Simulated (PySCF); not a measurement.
Ge(F)(Cl)2(Me) (CH3Cl2FGe), SMILES [F][Ge]([CH3])([Cl])[Cl].

Geometry optimised at B3LYP-D3(BJ)/def2-SVP. This is a generated structure with no PubChem entry under its InChIKey; it may be hypothetical.

The numbers are results of TDA-PBE/def2-SVPD in PySCF, not measurements.

Vertical excitations. Isolated molecule, no solvent. State labels are in the subgroup Cs.

Computed UV-visible absorptions:
| state | symmetry | energy (eV) | λ (nm) | f | main pairs |
|---|---|---|---|---|---|
| S1 | A" | 5.99 | 207 | 0.017 | HOMO→LUMO 89 % |
| S2 | A" | 6.13 | 202 | 0.013 | HOMO−2→LUMO 90 % |
| S3 | A' | 6.22 | 199 | 0.057 | HOMO−1→LUMO 94 % |
| S4 | A' | 6.46 | 192 | 0.021 | HOMO−3→LUMO 95 % |
| S5 | A' | 7.25 | 171 | 0.064 | HOMO−4→LUMO 89 % |
| S6 | A" | 7.44 | 167 | 0.026 | HOMO−5→LUMO 62 %, HOMO→LUMO+1 32 % |
| S7 | A" | 7.60 | 163 | 0.009 | HOMO→LUMO+1 45 %, HOMO−2→LUMO+1 39 %, HOMO−5→LUMO 11 % |
| S8 | A' | 7.68 | 161 | 0.006 | HOMO−1→LUMO+1 91 % |
| S9 | A" | 7.73 | 160 | 0.011 | HOMO−2→LUMO+1 48 %, HOMO−1→LUMO+2 14 %, HOMO→LUMO+1 12 %, HOMO−2→LUMO+3 9 % |
| S10 | A" | 7.80 | 159 | 0.014 | HOMO→LUMO+3 92 % |
| T1 | A" | 5.56 | 223 | 0 | HOMO→LUMO 99 % |
| T2 | A' | 5.67 | 219 | 0 | HOMO−1→LUMO 99 % |
| T3 | A" | 5.74 | 216 | 0 | HOMO−2→LUMO 99 % |
| T4 | A' | 6.03 | 206 | 0 | HOMO−3→LUMO 99 % |
Triplets are in the Tamm–Dancoff approximation.
